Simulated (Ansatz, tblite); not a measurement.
Isomers of AlO₃H₃ (singlet), found by a short tight-binding search and relaxed with PBE0-D4/def2-TZVP in Ansatz.

The xTB rows come from tblite. Correlated methods freeze 8 core orbitals.

A: It holds 1 O–O bond.

Other spin states weren't relaxed.

A:

Cartesian coordinates in Å:
```
Al -0.068 0.362 0.431
O 0.852 -0.868 -0.755
O -1.442 1.134 -0.174
O 0.071 -1.409 0.389
H -2.118 0.699 -0.689
H 1.762 -1.093 -0.515
H 0.942 1.176 1.313
```

B:

```xyz
7

Al    0.000   -0.001    0.000
O    -1.149    0.799   -0.945
O    -0.416   -0.569    1.535
O     1.565   -0.232   -0.591
H     0.203   -1.024    2.102
H    -2.044    0.952   -0.649
H     1.842    0.076   -1.452
```

Question: Estimate which lies lowest at each level, and how far above it the others are (eV).

Answer: 
```csv
level,A,B
GFN1-xTB,4.47,0.00
GFN2-xTB,3.87,0.00
HF/def2-TZVPP,5.09,0.00
PBE-D4/def2-TZVP,4.46,0.00
r2SCAN-D4/def2-TZVP,4.68,0.00
r2SCANh-D4/def2-TZVP,4.75,0.00
PBE0-D4/def2-TZVP,4.68,0.00
ωB97M-V/def2-TZVP,4.71,0.00
MP2/def2-TZVPP,5.08,0.00
CCSD/def2-TZVPP,4.88,0.00
CCSD(T)/def2-TZVPP,4.79,0.00
```
Point groups (tolerance 0.1 Å): A not assigned, B C3h. Lower isomers may exist.
